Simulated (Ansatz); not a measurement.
Stepwise reaction of `[CH3][In]([CH3])[O][SiH3]` with hydrogen fluoride, as a gas-phase model of exchange steps in deposition or etching. ΔE in kJ/mol.

Isolated molecules relaxed with PBE0-D4/def2-TZVP in Ansatz; ΔE leaves out vibrations. CCSD(T)/CBS is the MP2 limit (def2-TZVPP, def2-QZVPP) plus CCSD(T) − MP2 in def2-TZVPP, frozen cores. This one scheme is used for every species. Functionals use def2-TZVPP. B3LYP here is the variant with VWN-RPA as its local correlation; programs differ in this. Elements past krypton have def2 core potentials. For In outer-core shells are correlated without core-valence functions, which leaves a few kJ/mol of doubt a bond. One conformer a species, not always the lowest.

| step | reaction | PBE-D4 | B3LYP-D4 | ωB97M-V | CCSD(T)/CBS |
| --- | --- | --- | --- | --- | --- |
| 1 | `[CH3][In]([CH3])[O][SiH3]` + H–F → `[CH3][In]([F])[O][SiH3]` + CH₄ | -83.3 | -90.1 | -85.6 | -80.7 |
| 2 | `[CH3][In]([F])[O][SiH3]` + H–F → `[F][In]([F])[O][SiH3]` + CH₄ | -41.0 | -45.8 | -42.9 | -36.8 |

**Question.** By hand: ΔE of the 2 steps together at CCSD(T)/CBS.

**Answer.** (-80.7) + (-36.8) = -117.5 kJ/mol, or -58.8 kJ/mol a step.

In ΔE each step is higher than the one before. All are downhill at CCSD(T)/CBS. PBE-D4 differs from CCSD(T)/CBS by -4.2 to -2.6 kJ/mol a step. Only this route is followed, and other bonds may react first. Isolated molecules leave out the surface, adducts and barriers. Largest T1 diagnostic: 0.017.
